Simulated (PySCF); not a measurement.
Isomers of C2H6OSSi, one GFN2-xTB conformer each. Single-point energies are computed at PBE0/pcSseg-1 (PySCF, gas phase, no added dispersion term), electronic only.

```
          SMILES  GFN2-xTB relative energy (kJ/mol)
   CC(=S)O[SiH3]                                0.0
[SiH3]O[C@H]1CS1                               41.5
```

Conformers: `[CH3:1][C:2](=[S:3])[O:4][SiH3:5]` with C1–C2–O4–Si5 -179°; `[SiH3:1][O:2][C@H:3]1[CH2:4][S:5]1` with Si1–O2–C3–C4 -141°.

Task: What does PBE0/pcSseg-1 give for the same structures?

Result: 
```json
{"SMILES": "CC(=S)O[SiH3]", "PBE0/pcSseg-1 E (Eh)": "-842.26423", "PBE0/pcSseg-1 (kJ/mol)": "0.0", "GFN2-xTB (kJ/mol)": "0.0", "point group": "near Cs"}
{"SMILES": "[SiH3]O[C@H]1CS1", "PBE0/pcSseg-1 E (Eh)": "-842.23681", "PBE0/pcSseg-1 (kJ/mol)": "72.0", "GFN2-xTB (kJ/mol)": "41.5", "point group": "C1"}
```

Both levels put the same isomer lowest. As drawn, the lower has a C=S bond, which the higher lacks; the higher has a three-membered ring, which the lower lacks.

Task: Which frontier levels, dipoles and rotational constants go with these structures?

Result: 
```csv
SMILES,"HOMO (eV, PBE0/pcSseg-1)",LUMO (eV),dipole (D),"A, B, C (MHz)"
CC(=S)O[SiH3],-6.69,-1.45,2.05,"4991, 2303, 1621"
[SiH3]O[C@H]1CS1,-6.69,0.11,1.34,"7839, 1825, 1583"
```
